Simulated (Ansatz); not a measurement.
The same path of CH₈B₃NS (14 atoms, charge 0, multiplicity 1) was run 3 times with different band settings. Lost on the way: S6–H14. Made: B4–S6, B5–H14.

Computed with Ansatz, RKS B3LYP/6-31G*.

Relaxed end points:

```xyz
14
Properties=species:S:1:pos:R:3
B -1.488 -0.668 0.519
C 0.031 -0.842 0.260
N 0.742 -1.826 1.059
B 0.597 0.627 0.295
B -0.070 1.953 -0.467
S 0.198 2.454 -2.171
H -1.998 -1.074 1.521
H -2.152 -0.093 -0.294
H 0.120 -0.952 -0.858
H 1.743 -1.811 0.879
H 0.409 -2.769 0.878
H 1.624 0.781 0.906
H -0.762 2.737 0.118
H 0.994 1.454 -2.616
```

```xyz
14
Properties=species:S:1:pos:R:3
B -1.604 -0.954 0.701
C -0.238 -0.693 0.012
N 0.910 -1.404 0.598
B -0.039 0.898 0.210
B 0.886 1.920 -1.172
S -0.824 2.111 -1.098
H -1.689 -1.606 1.703
H -2.598 -0.483 0.229
H -0.390 -0.874 -1.073
H 1.713 -1.380 -0.029
H 0.693 -2.386 0.755
H 0.076 1.366 1.301
H 1.773 2.312 -1.855
H 1.319 1.143 -0.254
```

Common settings: movable images 5; climbing image yes; spring 5.0 eV/Å²; force threshold 0.05 eV/Å; end points relaxed.

| run | optimiser | start path | iteration limit | largest step |
| --- | --- | --- | --- | --- |
| 1 | quadratic models (default) | through a guess of the saddle point | 60 | default |
| 2 | fire | through a guess of the saddle point | 59 | 0.02 Å |
| 3 | quadratic models (default) | straight line | 41 | default |

Question: What does each run give, and how far can it be trusted?

Answer: Run 1: converged after 55 iterations, highest image 2.171 eV above the first end. Neighbouring images differ by up to 2.0 eV, so the band resolves the path poorly. A vibrational analysis at the climbing image gives one clearly imaginary mode, 1301i cm⁻¹: a first-order saddle point.
Run 2: not converged after 59 iterations, highest image 2.155 eV above the first end. The band didn't meet its force threshold, so its energies are provisional: the largest band force was still 0.72 eV/Å, and over the last iterations the top moved between 2.16 and 2.23 eV.
Run 3: not converged after 41 iterations, highest image 2.096 eV above the first end. The band didn't meet its force threshold, so its energies are provisional: the largest band force was still 0.09 eV/Å, and over the last iterations the top stayed at 2.10 eV. Neighbouring images lie up to 4.0 Å apart, so the band is torn or far too coarse. Inner images lie below an end point, which means an intermediate or an end that isn't the lowest structure nearby.
The orbitals stay closed-shell, which can raise the energy where a bond breaks towards radicals; this wasn't checked here.
